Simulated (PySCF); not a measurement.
# Do core-level shifts follow atomic charges?

Species: C₄H₉NOSi.
Atom-mapped SMILES: `[CH2:1]=[N:2][C@H:3]1[CH2:4][CH2:5][SiH2:6][O:7]1`

Binding energies: PySCF, delta-SCF UKS SCAN, pcX-2 on the ionised atom, pcseg-1 elsewhere, spin-free X2C. Charges: PBE0/pcSseg-1 ground-state density, for the ionised atom.

```json
{"atom": "C5", "environment": "sp3 carbon bound to silicon", "C 1s (eV)": "290.30", "Mulliken (e)": "-0.536", "IAO (e)": "-0.560", "Hirshfeld (e)": "-0.165", "ESP (e)": "-0.280"}
{"atom": "C4", "environment": "ring CH2 carbon", "C 1s (eV)": "290.75", "Mulliken (e)": "-0.222", "IAO (e)": "-0.266", "Hirshfeld (e)": "-0.075", "ESP (e)": "-0.112"}
{"atom": "C1", "environment": "imine carbon", "C 1s (eV)": "291.52", "Mulliken (e)": "-0.016", "IAO (e)": "-0.125", "Hirshfeld (e)": "-0.001", "ESP (e)": "+0.224"}
{"atom": "C3", "environment": "sp3 carbon bound to oxygen", "C 1s (eV)": "292.74", "Mulliken (e)": "+0.223", "IAO (e)": "+0.171", "Hirshfeld (e)": "+0.080", "ESP (e)": "+0.275"}
```

Give the correlation coefficient and slope of binding energy on charge for each scheme.

Hirshfeld: r = 0.97, slope 9.9 eV per e; IAO: r = 0.97, slope 3.4 eV per e; Mulliken: r = 0.96, slope 3.2 eV per e; ESP: r = 0.92, slope 3.7 eV per e. On 4 points no scheme stands out.

The point-charge model writes a binding energy as kq + V + constant, with V the potential of the other atoms' charges at the site. What does it give with the Hirshfeld charges?

V = Σ 14.40 eV Å × q/r over all other atoms: +2.20 eV at C5, +0.76 eV at C4, -0.37 eV at C1, -1.96 eV at C3. Fitting binding energy − V to q gives k = 26.7 eV per e and leaves an rms residual of 0.29 eV, against 0.21 eV for the fit on q alone. The model has no term for differences in relaxation between sites.

Isolated species at its PBE0-D3(BJ)/def2-SVP geometry (one conformer only).
